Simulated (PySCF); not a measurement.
## Dipole moment and polarisability of `C#C/C=[CH]/[GeH2][CH2][SiH3]`

Compound: C5H10GeSi.
Numbering: `[CH:1]#[C:2]/[CH:3]=[CH:4]/[GeH2:5][CH2:6][SiH3:7]` (hydrogens: H8 on C1; H9 on C3; H10 on C4; H11, H12 on Ge5; H13, H14 on C6; H15, H16, H17 on Si7)

Cartesian coordinates in Å at the PBE0-D3(BJ)/def2-SVP level; atoms count from 1:
```
atom  x, y, z in Å
C1     3.993    1.402    1.267
C2     3.144    0.636    0.856
C3     2.162   -0.279    0.384
C4     1.039    0.078   -0.270
Ge5   -0.288   -1.202   -0.868
C6    -1.991   -0.896    0.055
Si7   -2.695    0.836   -0.133
H8     4.739    2.084    1.630
H9     2.367   -1.339    0.585
H10    0.870    1.146   -0.452
H11    0.248   -2.615   -0.554
H12   -0.509   -1.055   -2.388
H13   -2.723   -1.626   -0.329
H14   -1.841   -1.115    1.126
H15   -1.728    1.854    0.383
H16   -2.959    1.133   -1.575
H17   -3.978    0.983    0.622
```

Level: B3LYP/def2-SVPD (PySCF), static field, nuclei fixed, core orbitals frozen in the response. The polarisability tensor in these axes (au):

```
x   163.00  13.15  22.20
y    13.15 114.34  11.40
z    22.20  11.40 102.13
```

Question: What are the eigenvalues, a third of the trace, and Δα (Δα² = ½Σ(αi − αj)² over the three pairs)?

Answer: Principal values 92.43, 112.49 and 174.55 au; mean 126.49 au = 18.74 Å³ = 20.86 × 10⁻⁴⁰ C²·m²/J; Δα = 74.15 au (59 % of the mean).

Question: What is the dipole moment, and where does it point?

Answer: (-0.26, -0.51, 0.37) D, 0.68 D in size, pointing from the negative to the positive side. Measured along this direction, the outermost atoms are H8 at the negative end and H14 and H13 at the positive end.

Question: Find the Langevin capture rate constant for NH4+ (18.034 u) meeting this molecule (171.976 u), k = 2.342 × 10⁻⁹ cm³/s × √(α in Å³ / reduced mass in u).

Answer: The reduced mass is 16.32 u, so k = 2.51 × 10⁻⁹ cm³/s. The formula leaves out the permanent dipole, which adds to the capture rate.

Question: What would n − 1 = 2πNα be for an ideal gas of these molecules at 350 K and 1 atm, electronic part alone?

Answer: N = p/kT = 2.0968 × 10¹⁹ cm⁻³, so n − 1 = 2π × N × 18.74 × 10⁻²⁴ cm³ = 2469 × 10⁻⁶ at long wavelengths.

Question: How large is μ²/3kT at 273 K beside α?

Answer: In Gaussian units μ²/3kT = 4.11 Å³ against 18.74 Å³, a ratio of 0.22; the Debye molar polarisation (4π/3)N_A(α + μ²/3kT) is 57.6 cm³/mol, leaving out the vibrational part.

Question: What depolarisation ratio follows for Rayleigh scattering of linearly polarised light, taking the static tensor?

Answer: ρ = 3Δα²/(45ᾱ² + 4Δα²) = 16495.4/(719979 + 21993.9) = 0.0222.

One conformer (not necessarily the lowest) at the PBE0-D3(BJ)/def2-SVP geometry, without solvent, vibrations or thermal averaging. The calculation is non-relativistic, for germanium too.
